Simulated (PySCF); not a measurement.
PySCF input file for H₆NSi₂, SMILES [SiH3][N][SiH3], multiplicity 2, B3LYP-D3(BJ)/def2-SVP. Coordinates come from a B3LYP-D3(BJ)/def2-SVP optimisation. The isomer is the one that the SMILES or the coordinates give; other isomers of the formula were not compared.

```python
import numpy as np
from pyscf import gto, scf, dft, df
from pyscf.hessian import thermo

mol = gto.M(
    atom='''
    Si    0.00261213    0.07871765    1.63531379
    N     0.01924217   -0.49835328   -0.00000000
    Si    0.00261213    0.07871764   -1.63531379
    H    -1.40344782   -0.10270976    2.11358427
    H     0.91157310   -0.76860285    2.46000935
    H     0.38795724    1.51350206    1.81611043
    H     0.38795725    1.51350206   -1.81611043
    H    -1.40344782   -0.10270976   -2.11358428
    H     0.91157311   -0.76860284   -2.46000935
    ''',
    basis='def2-SVP',
    charge=0,
    spin=1,
    max_memory=1600,
    verbose=3,
)
mf = dft.UKS(mol, xc='b3lyp').density_fit(auxbasis='def2-universal-jkfit')
mf.disp = 'd3bj'
mf.grids.level = 3
mf.conv_tol = 1e-11
mf.max_cycle = 100
mf.kernel()
fine, coarse = mf.grids, dft.Grids(mol).set(level=1).build(with_non0tab=True)
for _ in range(3):  # follow internal instabilities
    mf.grids = coarse
    mo, _, stable, _ = mf.stability(return_status=True, nroots=4)
    mf.grids = fine
    if stable:
        break
    mf.kernel(mf.make_rdm1(mo, mf.mo_occ))

# [left out here: the lines that compute and print the analytic Hessian (its translational invariance restored by hand, since the grid's response is missing), thermochemistry and intensities]
```

Log of the run:

```

WARN: HOMO -0.283883490188071 >= LUMO -0.283883490188072

converged SCF energy = -637.125000078042  <S^2> = 0.7544087  2S+1 = 2.0044039
<class 'pyscf.df.df_jk.DFUKS'> wavefunction is stable in the internal stability analysis

WARN: DFTD3 does not support analytical Hessian, using finite difference


WARN: Mole.unit (angstrom) is changed to Bohr

Mode                                 0                   1                   2
Irrep
Freq [cm^-1]                       48.0124             56.2180            107.1528
Reduced mass [au]                   1.8052              1.0188              3.5834
Force const [Dyne/A]                0.0025              0.0019              0.0242
Char temp [K]                      69.0791             80.8852            154.1690
Normal mode                   x     y     z       x     y     z       x     y     z
       0  Si                -0.03  0.00 -0.01   -0.01  0.00 -0.00    0.01  0.03 -0.06
       1   N                 0.17 -0.03 -0.00    0.00  0.00 -0.00   -0.03 -0.18  0.00
       2  Si                -0.03  0.00  0.01    0.01 -0.00 -0.00    0.01  0.03  0.06
       3   H                -0.15  0.17 -0.28    0.09 -0.38  0.16    0.03  0.07  0.01
       4   H                -0.28 -0.05  0.21    0.31  0.23 -0.12    0.05  0.16  0.02
       5   H                 0.08 -0.03 -0.00   -0.37  0.10 -0.01   -0.02  0.07 -0.28
       6   H                 0.08 -0.03  0.00    0.37 -0.10 -0.01   -0.01  0.07  0.28
       7   H                -0.15  0.17  0.28   -0.09  0.38  0.16    0.03  0.07 -0.01
       8   H                -0.28 -0.05 -0.21   -0.31 -0.23 -0.12    0.05  0.16 -0.02
Mode                                 3                   4                   5
Irrep
Freq [cm^-1]                      528.5485            589.8076            670.8621
Reduced mass [au]                   4.7113              1.1214              1.1188
Force const [Dyne/A]                0.7755              0.2298              0.2967
Char temp [K]                     760.4635            848.6018            965.2212
Normal mode                   x     y     z       x     y     z       x     y     z
       0  Si                 0.00 -0.02 -0.11   -0.04 -0.00  0.00    0.00 -0.04  0.00
       1   N                -0.01  0.10 -0.00   -0.00 -0.00 -0.02    0.00 -0.00 -0.00
       2  Si                 0.00 -0.02  0.11    0.04  0.00  0.00   -0.00  0.04  0.00
       3   H                -0.01 -0.09 -0.16    0.11  0.18  0.47    0.00  0.11  0.06
       4   H                -0.01 -0.11 -0.19    0.13 -0.09 -0.27   -0.01  0.27  0.33
       5   H                -0.02 -0.03  0.06    0.22 -0.05 -0.15   -0.02  0.03 -0.50
       6   H                -0.02 -0.03 -0.06   -0.22  0.05 -0.15    0.02 -0.03 -0.50
       7   H                -0.01 -0.09  0.16   -0.11 -0.18  0.47   -0.00 -0.11  0.06
       8   H                -0.01 -0.11  0.19   -0.13  0.09 -0.27    0.01 -0.27  0.33
Mode                                 6                   7                   8
Irrep
Freq [cm^-1]                      685.6686            712.6019            897.4519
Reduced mass [au]                   1.4127              1.4005              1.0758
Force const [Dyne/A]                0.3913              0.4190              0.5105
Char temp [K]                     986.5245           1025.2755           1291.2334
Normal mode                   x     y     z       x     y     z       x     y     z
       0  Si                 0.00 -0.04 -0.01    0.04  0.00  0.01   -0.01 -0.01  0.03
       1   N                -0.02  0.12 -0.00   -0.11 -0.01  0.00   -0.00 -0.00 -0.02
       2  Si                 0.00 -0.04  0.01    0.04  0.00 -0.01    0.01  0.01  0.03
       3   H                 0.01  0.09  0.06   -0.09 -0.14 -0.41   -0.16  0.29 -0.35
       4   H                -0.01  0.22  0.27   -0.12  0.09  0.27    0.37  0.11 -0.28
       5   H                 0.01  0.02 -0.46   -0.19  0.05  0.12   -0.02  0.01 -0.07
       6   H                 0.01  0.02  0.46   -0.19  0.05 -0.12    0.02 -0.01 -0.07
       7   H                 0.01  0.08 -0.06   -0.09 -0.14  0.41    0.16 -0.29 -0.35
       8   H                -0.01  0.22 -0.27   -0.12  0.09 -0.27   -0.37 -0.11 -0.28
Mode                                 9                  10                  11
Irrep
Freq [cm^-1]                      904.5613            933.0345            948.6338
Reduced mass [au]                   1.0537              1.0821              1.0500
Force const [Dyne/A]                0.5080              0.5550              0.5567
Char temp [K]                    1301.4623           1342.4289           1364.8728
Normal mode                   x     y     z       x     y     z       x     y     z
       0  Si                 0.01  0.02 -0.02   -0.01  0.02  0.02    0.02 -0.01 -0.01
       1   N                 0.00 -0.01 -0.00   -0.00 -0.00 -0.02    0.00  0.00 -0.00
       2  Si                 0.01  0.02  0.02    0.01 -0.02  0.02    0.02 -0.01  0.01
       3   H                 0.16 -0.36  0.31   -0.02 -0.43 -0.20    0.03  0.36  0.22
       4   H                -0.37 -0.15  0.24    0.03 -0.05 -0.08   -0.15 -0.13  0.03
       5   H                 0.06 -0.01  0.01    0.38 -0.06 -0.26   -0.48  0.11  0.09
       6   H                 0.06 -0.01 -0.01   -0.38  0.06 -0.26   -0.48  0.11 -0.09
       7   H                 0.16 -0.36 -0.31    0.02  0.43 -0.20    0.03  0.36 -0.22
       8   H                -0.37 -0.15 -0.24   -0.03  0.05 -0.08   -0.15 -0.13 -0.03
Mode                                12                  13                  14
Irrep
Freq [cm^-1]                      969.0507           1000.4377           1049.8533
Reduced mass [au]                   1.0700              1.0863              7.9304
Force const [Dyne/A]                0.5920              0.6406              5.1499
Char temp [K]                    1394.2482           1439.4071           1510.5051
Normal mode                   x     y     z       x     y     z       x     y     z
       0  Si                -0.02 -0.01 -0.02   -0.01 -0.01 -0.03   -0.00 -0.02 -0.05
       1   N                -0.00  0.00  0.02   -0.00 -0.00  0.00    0.00  0.00  0.24
       2  Si                 0.02  0.01 -0.02   -0.01 -0.01  0.03    0.00  0.02 -0.05
       3   H                 0.01 -0.01  0.03    0.04  0.13  0.17   -0.02 -0.02 -0.06
       4   H                 0.19  0.40  0.19    0.10  0.37  0.25    0.03 -0.06 -0.11
       5   H                 0.33 -0.13  0.33    0.14 -0.10  0.41    0.02 -0.01 -0.10
       6   H                -0.33  0.13  0.33    0.14 -0.10 -0.41   -0.02  0.01 -0.10
       7   H                -0.01  0.01  0.03    0.04  0.13 -0.17    0.02  0.02 -0.06
       8   H                -0.19 -0.40  0.19    0.10  0.37 -0.25   -0.03  0.06 -0.11
Mode                                15                  16                  17
Irrep
Freq [cm^-1]                     2184.9557           2189.1450           2190.3268
Reduced mass [au]                   1.0442              1.0351              1.0470
Force const [Dyne/A]                2.9372              2.9228              2.9593
Char temp [K]                    3143.6648           3149.6923           3151.3925
Normal mode                   x     y     z       x     y     z       x     y     z
       0  Si                -0.01 -0.02 -0.00    0.02 -0.00 -0.01    0.02  0.01 -0.00
       1   N                -0.00  0.00 -0.00    0.00 -0.00 -0.01    0.00 -0.00  0.00
       2  Si                 0.01  0.02 -0.00   -0.02  0.00 -0.01    0.02  0.01  0.00
       3   H                 0.13  0.01 -0.05   -0.64 -0.09  0.22   -0.61 -0.08  0.21
       4   H                -0.02 -0.00 -0.01   -0.01  0.02 -0.03   -0.01  0.03 -0.02
       5   H                 0.17  0.65  0.08    0.05  0.14  0.01   -0.05 -0.22 -0.03
       6   H                -0.17 -0.65  0.08   -0.05 -0.14  0.01   -0.05 -0.22  0.03
       7   H                -0.13 -0.01 -0.05    0.63  0.09  0.22   -0.61 -0.08 -0.21
       8   H                 0.02  0.00 -0.01    0.01 -0.02 -0.03   -0.01  0.03  0.02
Mode                                18                  19                  20
Irrep
Freq [cm^-1]                     2195.1558           2216.6307           2219.6788
Reduced mass [au]                   1.0382              1.0372              1.0352
Force const [Dyne/A]                2.9475              3.0027              3.0051
Char temp [K]                    3158.3404           3189.2381           3193.6236
Normal mode                   x     y     z       x     y     z       x     y     z
       0  Si                 0.00 -0.02 -0.00    0.01 -0.01  0.01    0.01 -0.01  0.01
       1   N                 0.00 -0.00  0.00   -0.00  0.00  0.00   -0.00  0.00 -0.00
       2  Si                 0.00 -0.02  0.00   -0.01  0.01  0.01    0.01 -0.01 -0.01
       3   H                -0.21 -0.04  0.07    0.04 -0.00 -0.00    0.07  0.00 -0.02
       4   H                -0.06  0.05 -0.05   -0.42  0.40 -0.38   -0.42  0.39 -0.38
       5   H                 0.17  0.62  0.08    0.00 -0.03  0.00   -0.01 -0.09 -0.01
       6   H                 0.17  0.62 -0.08   -0.00  0.03  0.00   -0.01 -0.09  0.01
       7   H                -0.21 -0.04 -0.07   -0.04  0.00 -0.00    0.07  0.00  0.02
       8   H                -0.06  0.05  0.05    0.42 -0.40 -0.38   -0.42  0.39  0.38
temperature 298.1500 [K]
pressure 101325.00 [Pa]
Rotational constants [GHz] 32.41569 2.74630 2.69241
Symmetry number 1
Zero-point energy (ZPE) 0.05308 [Eh]   139351.717 [J/mol]
                           tot       elec      trans        rot        vib
Entropy [J/mol/K]       337.268      5.763    162.794    103.383     65.327
Cv [J/mol/K]             82.365      0.000     12.472     12.472     57.422
Cp [J/mol/K]             90.680      0.000     20.786     12.472     57.422
Internal energy [J/mol]                      3718.434   3718.434 148312.096
Internal energy [Eh]   -637.06568  -637.12500
Enthalpy [J/mol]                             6197.391   3718.434 148312.096
Enthalpy [Eh]          -637.06473
Gibbs free energy [J/mol]                  -42339.716 -27105.304 128834.868
Gibbs free energy [Eh] -637.10303
mode   freq/cm-1   IR/(km/mol)
   1       48.01         1.593
   2       56.22         0.063
   3      107.15         2.013
   4      528.55         0.693
   5      589.81         1.224
   6      670.86         6.428
   7      685.67        64.338
   8      712.60       117.407
   9      897.45       171.281
  10      904.56        75.833
  11      933.03       206.216
  12      948.63       104.862
  13      969.05       241.851
  14     1000.44        59.567
  15     1049.85        75.966
  16     2184.96        23.075
  17     2189.15        11.399
  18     2190.33       171.177
  19     2195.16       203.202
  20     2216.63        67.292
  21     2219.68        82.892
max |gradient| / (hartree/bohr): 4.7432274096521876e-05
APT charges: [ 1.1849 -0.8331  1.1849 -0.2324 -0.2422 -0.2938 -0.2938 -0.2324 -0.2422]
```

Self-consistency was reached.

Cost: around 3 core-minutes (rough).
